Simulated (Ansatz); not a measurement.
Cost and result for the atomization energy of CH3FGaISi, SMILES `[F][Ga]1[SiH2][CH]1I` (8 atoms, 8 bonds).

```xyz
8

F    -0.1175   -0.2192    3.2322
Ga   -0.3332   -0.2081    1.5056
Si   -0.8013   -0.5076   -0.7560
C     0.5993    0.5760   -0.0939
I     2.5139    0.6675   -1.0106
H    -0.3125   -1.8688   -1.0932
H    -1.7906   -0.0533   -1.7717
H     0.2419    1.6133   -0.0123
```

The species carries charge 0 and has multiplicity 1. Correlated methods include outer-core shells of Ga, I, which these sets cover unevenly. Scalar relativity is left out up to krypton. I: def2 effective core potential. The structure was optimised at the PBE0-D4/def2-TZVP level. Program: Ansatz. All runs use 4 threads of a server CPU on a shared host. Times are those of one run each, without the atoms' runs, and a repeat can differ threefold. Electronic energies, without spin–orbit coupling; frozen cores. CCSD(T)/CBS adds CCSD(T) − MP2 in def2-TZVPP to the MP2 limit, and its time is that of the two runs behind it. T1 = 0.013. With those shells the extrapolation isn't a true limit. B3LYP takes the VWN-RPA correlation (the form of Gaussian; ORCA's B3LYP/G).

CCSD(T)/CBS is a level of theory with its own doubt, some kJ/mol a heavy atom from the limit and from the frozen cores, so smaller differences don't rank the functionals.

```tsv
level	functions	wall time
revPBE-D4/def2-TZVPP	244	3 s
BLYP-D4/def2-TZVPP	244	3 s
PBE0-D4/def2-TZVPP	244	5.5 s
CAM-B3LYP-D4/def2-TZVPP	244	6.5 s
B3LYP-D4/def2-TZVPP (with forces)	244	7.5 s
r2SCAN-D4/def2-TZVPP (with forces)	244	8 s
r2SCANh-D4/def2-TZVPP	244	8.5 s
B2PLYP/def2-TZVPP	244	9.5 s
CCSD(T)/def2-SVP	119	15 s
ωB97M-V/def2-TZVPP (with forces)	244	18 s
MP2/def2-QZVPP	445	30 s
CCSD(T)/def2-TZVPP	244	6.2 min
CCSD(T)/CBS(def2)	–	6.7 min
```

**Question.** What atomization energy does each give, and how far from CCSD(T)/CBS? (Estimate.)

**Answer.** Ansatz gave: 
| level | atomization (kJ/mol) | difference from CCSD(T)/CBS | per bond |
| --- | --- | --- | --- |
| revPBE-D4/def2-TZVPP | 2322.2 | -31.1 | -3.9 |
| BLYP-D4/def2-TZVPP | 2310.1 | -43.2 | -5.4 |
| PBE0-D4/def2-TZVPP | 2336.2 | -17.1 | -2.1 |
| CAM-B3LYP-D4/def2-TZVPP | 2309.4 | -43.9 | -5.5 |
| B3LYP-D4/def2-TZVPP (with forces) | 2303.8 | -49.5 | -6.2 |
| r2SCAN-D4/def2-TZVPP (with forces) | 2358.7 | 5.4 | 0.7 |
| r2SCANh-D4/def2-TZVPP | 2334.5 | -18.8 | -2.4 |
| B2PLYP/def2-TZVPP | 2292.0 | -61.3 | -7.7 |
| CCSD(T)/def2-SVP | 2160.0 | -193.3 | -24.2 |
| ωB97M-V/def2-TZVPP (with forces) | 2315.7 | -37.6 | -4.7 |
| MP2/def2-QZVPP | 2398.4 | 45.1 | 5.6 |
| CCSD(T)/def2-TZVPP | 2280.2 | -73.1 | -9.1 |
| CCSD(T)/CBS(def2) | 2353.3 | 0.0 | 0.0 |

From r2SCAN to r2SCAN0 (25 % exact exchange), in def2-TZVPP and without D4, the atomization energy moves by −59.4 kJ/mol: exact exchange takes away binding that semilocal exchange gives to molecules. Leaving LDA and LC-ωPBE aside and taking each functional with its dispersion term where it has one, the values, not all of them listed here, spread over 170.6 kJ/mol, from BHLYP-D4 to PBE-D4. LDA lies +368.2 kJ/mol from PBE without D4, its usual overbinding. The D4 term adds +40.8 kJ/mol with B3LYP and +21.2 kJ/mol with PBE0; it sums over pairs of atoms, weighted by their polarisabilities, and B3LYP, whose exchange is more repulsive, gets the larger term.

Spin–orbit coupling would lower the free I atoms strongly, and the atomization energy with them, by more than many differences here.
